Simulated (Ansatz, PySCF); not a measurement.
The PySCF input:
```python
from pyscf import gto, scf, dft

mol = gto.Mole()
mol.atom = '''
    C     0.001404   -0.018997    0.109188
    C     0.016848   -0.227990    1.310390
    C    -0.015720    0.212717   -1.222609
    H     0.030126   -0.407665    2.343087
    H     0.899848    0.246266   -1.784816
    H    -0.945169    0.367019   -1.740084
'''
mol.basis = 'sto-3g'
mol.charge = 0
mol.spin = 1
mol.verbose = 4
mol.build()

mf = dft.UKS(mol)
mf.xc = 'wb97x'
mf.grids.atom_grid = (99, 590)
mf.grids.prune = None
mf.kernel()
```

Problem. Write the same job for Ansatz (a program for electronic structure).

Solution. One answer among several that fit: 
Ansatz 0.2 input:
```yaml
crystal:
  periodic: [false, false, false]
  atoms:
    - {symbol: C, position_ang: [0.00140388, -0.01899720, 0.10918779]}
    - {symbol: C, position_ang: [0.01684836, -0.22799011, 1.31038999]}
    - {symbol: C, position_ang: [-0.01571971, 0.21271738, -1.22260886]}
    - {symbol: H, position_ang: [0.03012627, -0.40766541, 2.34308704]}
    - {symbol: H, position_ang: [0.89984787, 0.24626573, -1.78481618]}
    - {symbol: H, position_ang: [-0.94516933, 0.36701923, -1.74008438]}
basis:
  gaussian:
    orbitals: STO-3G
hamiltonian:
  xc: {name: wB97X}
magnetization: {spin_polarized: true, initial_magnetization: 1}
accuracy: high
```

Both were run: PySCF gave -114.528157 Eh and Ansatz -114.528157 Eh, 0.000 mEh apart.
